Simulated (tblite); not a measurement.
Record of a relaxation.

C5H11BrOSi2.
Atom-mapped SMILES: `[CH2:1]=[CH:2][C@@H:3]1[CH2:4][C@@H:5]1[Si@H:6]([Br:7])[O:8][SiH3:9]` (hydrogens: H10, H11 on C1; H12 on C2; H13 on C3; H14, H15 on C4; H16 on C5; H17 on Si6; H18, H19, H20 on Si9)

Computed with GFN2-xTB (tblite), gas phase: L-BFGS steps from a force-field or distance-geometry start until the largest atomic force falls under 0.01 eV/Å. 4 of its 189 geometries are shown.

Step 0: E = -762.5597 eV, largest atomic force 1.027 eV/Å
```
atom  x, y, z in Å  |  force x, y, z in eV/Å
C1     -2.982    0.148   -1.227   -0.097   0.211   0.104
C2     -2.350    0.502   -0.115   -0.180  -0.054  -0.492
C3     -1.608   -0.426    0.777   -0.502   0.350   0.308
C4     -0.480    0.129    1.593   -0.196  -0.566   0.834
C5     -0.207   -0.872    0.509    0.645   0.015  -0.443
Si6     0.805   -0.325   -0.975    0.573   0.611   0.052
Br7     0.365   -1.684   -2.663    0.199   0.151   0.176
O8      2.442   -0.395   -0.675   -0.837   0.249   0.049
Si9     3.571    0.412    0.207    0.200   0.238   0.223
H10    -3.010   -0.878   -1.572    0.055   0.219  -0.005
H11    -3.523    0.890   -1.819    0.235  -0.424   0.217
H12    -2.389    1.540    0.200    0.121  -0.066   0.011
H13    -2.271   -1.142    1.277    0.284   0.104  -0.207
H14    -0.196    1.162    1.480    0.032   0.003  -0.192
H15    -0.399   -0.217    2.630    0.042   0.163  -0.354
H16     0.041   -1.881    0.814   -0.073  -0.110   0.251
H17     0.474    1.067   -1.372    0.168  -0.548   0.004
H18     3.185    0.377    1.639   -0.051  -0.052  -0.386
H19     4.892   -0.221    0.038   -0.460  -0.077  -0.174
H20     3.634    1.827   -0.241   -0.157  -0.417   0.024
```

Step 63: E = -762.8286 eV, largest atomic force 0.134 eV/Å
```
atom  x, y, z in Å  |  force x, y, z in eV/Å
C1     -3.195    0.056   -1.158    0.038   0.007  -0.051
C2     -2.288    0.424   -0.269    0.049  -0.025  -0.025
C3     -1.644   -0.473    0.704    0.006  -0.018   0.010
C4     -0.712    0.105    1.722   -0.027  -0.034   0.002
C5     -0.151   -0.727    0.603    0.040   0.004   0.067
Si6     0.796   -0.010   -0.845   -0.065  -0.084   0.020
Br7     0.884   -1.611   -2.373    0.014   0.008   0.024
O8      2.323    0.360   -0.512   -0.035   0.007   0.011
Si9     3.804    0.406    0.164   -0.007   0.019   0.022
H10    -3.537   -0.960   -1.251   -0.027  -0.023   0.096
H11    -3.612    0.761   -1.854   -0.044   0.023  -0.029
H12    -1.937    1.448   -0.240   -0.094   0.039   0.003
H13    -2.232   -1.339    0.984   -0.078   0.060   0.019
H14    -0.542    1.175    1.710   -0.019  -0.061  -0.060
H15    -0.728   -0.306    2.723    0.082  -0.022  -0.075
H16     0.136   -1.736    0.890    0.048   0.018  -0.019
H17     0.203    1.142   -1.491    0.103   0.079  -0.034
H18     3.574    0.216    1.594    0.041  -0.014   0.028
H19     4.591   -0.671   -0.430   -0.059   0.042  -0.003
H20     4.262    1.752   -0.164    0.036  -0.025  -0.007
```

Step 125: E = -762.8830 eV, largest atomic force 0.013 eV/Å
```
atom  x, y, z in Å  |  force x, y, z in eV/Å
C1     -3.491   -0.020   -1.020   -0.002  -0.009  -0.005
C2     -2.361    0.327   -0.428    0.000   0.000   0.001
C3     -1.669   -0.497    0.572   -0.001  -0.001  -0.002
C4     -0.817    0.155    1.619   -0.007   0.002   0.003
C5     -0.163   -0.664    0.547    0.003  -0.001  -0.001
Si6     0.923    0.133   -0.751   -0.001   0.003   0.001
Br7     1.225   -1.357   -2.360    0.003   0.008   0.004
O8      2.366    0.449   -0.116    0.000  -0.001  -0.002
Si9     3.958    0.322    0.212   -0.002  -0.001  -0.005
H10    -3.975   -0.959   -0.806    0.001   0.007   0.000
H11    -3.976    0.615   -1.740    0.006  -0.005  -0.003
H12    -1.896    1.277   -0.658   -0.005   0.001   0.000
H13    -2.232   -1.375    0.871    0.000  -0.001   0.003
H14    -0.708    1.230    1.577    0.002   0.003   0.002
H15    -0.845   -0.236    2.625    0.001  -0.001   0.007
H16     0.176   -1.648    0.862   -0.004  -0.002   0.004
H17     0.490    1.359   -1.392    0.006   0.003   0.003
H18     4.008    0.066    1.649   -0.003   0.003  -0.011
H19     4.481   -0.785   -0.581    0.002   0.003  -0.002
H20     4.500    1.619   -0.180    0.001  -0.012   0.004
```

Step 188: E = -762.9113 eV, largest atomic force 0.009 eV/Å
```
atom  x, y, z in Å  |  force x, y, z in eV/Å
C1     -3.235   -0.431   -1.273   -0.001   0.002   0.004
C2     -2.301    0.152   -0.540    0.002  -0.004  -0.002
C3     -1.680   -0.463    0.641   -0.002  -0.004   0.003
C4     -1.123    0.400    1.731    0.005   0.002   0.001
C5     -0.182   -0.371    0.853   -0.003  -0.001  -0.005
Si6     0.919    0.515   -0.371    0.004  -0.008   0.002
Br7     0.756   -0.412   -2.374   -0.002  -0.001   0.002
O8      2.441    0.316    0.108   -0.001   0.001   0.002
Si9     4.026   -0.021   -0.066    0.001  -0.004  -0.002
H10    -3.600   -1.417   -1.039   -0.004  -0.004  -0.004
H11    -3.664    0.048   -2.134    0.004   0.002  -0.002
H12    -1.948    1.143   -0.795    0.004   0.004   0.000
H13    -2.143   -1.397    0.940   -0.005  -0.005  -0.001
H14    -1.180    1.472    1.600    0.000   0.001   0.003
H15    -1.249    0.084    2.756    0.000   0.002   0.002
H16     0.268   -1.248    1.310   -0.008   0.003   0.002
H17     0.692    1.938   -0.559    0.002   0.003  -0.002
H18     4.391   -0.518    1.256    0.005   0.002   0.005
H19     4.150   -1.024   -1.117    0.002   0.004  -0.006
H20     4.655    1.247   -0.422   -0.003   0.003  -0.003
```

Task: Summarise the path.

Result: The energy falls by 33.92 kJ/mol from step 0 to step 188; nine tenths of that is first reached at step 93. It rises by more than 0.2 meV at steps 62, 152 and 156. The largest force goes from 1.027 to 0.009 eV/Å. Among the bonds Si6–O8 changes most, from 1.666 to 1.608 Å; the atoms move by 0.995 Å rms after alignment.

Task: Follow the three bonds and two angles with the largest change from start to end.

Result: 
| step | E above end (kJ/mol) | largest force (eV/Å) | Si6–O8 (Å) | Si6–H17 (Å) | Si9–H20 (Å) | Si6–O8–Si9 (°) | O8–Si9–H18 (°) |
| --- | --- | --- | --- | --- | --- | --- | --- |
| 0 | 33.92 | 1.027 | 1.666 | 1.484 | 1.486 | 138.6 | 109.1 |
| 8 | 17.63 | 0.292 | 1.617 | 1.455 | 1.460 | 142.3 | 105.3 |
| 16 | 14.40 | 0.153 | 1.614 | 1.455 | 1.458 | 143.2 | 106.8 |
| 25 | 12.80 | 0.103 | 1.613 | 1.453 | 1.458 | 147.8 | 107.1 |
| 33 | 11.74 | 0.059 | 1.612 | 1.453 | 1.459 | 152.2 | 107.1 |
| 41 | 11.11 | 0.065 | 1.611 | 1.453 | 1.460 | 156.0 | 106.6 |
| 49 | 10.71 | 0.059 | 1.610 | 1.451 | 1.460 | 157.6 | 106.7 |
| 57 | 9.88 | 0.139 | 1.610 | 1.452 | 1.460 | 159.7 | 106.8 |
| 65 | 7.51 | 0.093 | 1.606 | 1.450 | 1.459 | 163.5 | 105.4 |
| 74 | 5.35 | 0.141 | 1.608 | 1.449 | 1.458 | 158.8 | 105.3 |
| 82 | 4.21 | 0.064 | 1.608 | 1.447 | 1.460 | 155.2 | 104.7 |
| 90 | 3.54 | 0.081 | 1.608 | 1.449 | 1.460 | 155.5 | 105.0 |
| 98 | 3.17 | 0.033 | 1.609 | 1.449 | 1.459 | 155.5 | 104.3 |
| 106 | 3.07 | 0.023 | 1.609 | 1.449 | 1.458 | 156.4 | 104.4 |
| 114 | 2.91 | 0.053 | 1.609 | 1.450 | 1.459 | 157.9 | 104.1 |
| 123 | 2.74 | 0.016 | 1.608 | 1.450 | 1.459 | 160.1 | 104.2 |
| 131 | 2.71 | 0.012 | 1.608 | 1.450 | 1.459 | 160.3 | 104.1 |
| 139 | 2.69 | 0.012 | 1.608 | 1.450 | 1.459 | 160.5 | 103.8 |
| 147 | 2.55 | 0.050 | 1.608 | 1.453 | 1.459 | 158.7 | 103.2 |
| 155 | 1.39 | 0.138 | 1.606 | 1.451 | 1.459 | 156.4 | 102.6 |
| 163 | 0.32 | 0.116 | 1.608 | 1.453 | 1.459 | 156.6 | 102.6 |
| 172 | 0.12 | 0.028 | 1.607 | 1.453 | 1.459 | 157.2 | 102.8 |
| 180 | 0.03 | 0.015 | 1.608 | 1.453 | 1.460 | 156.4 | 102.5 |
| 188 | 0.00 | 0.009 | 1.608 | 1.453 | 1.459 | 156.1 | 102.5 |

What follows is the cost of the whole relaxation. Hardware: one thread of an Arm Neoverse N1, no GPU, shared host with 64 logical CPUs at a one-minute load of 58. Cost: 3.9 s wall.
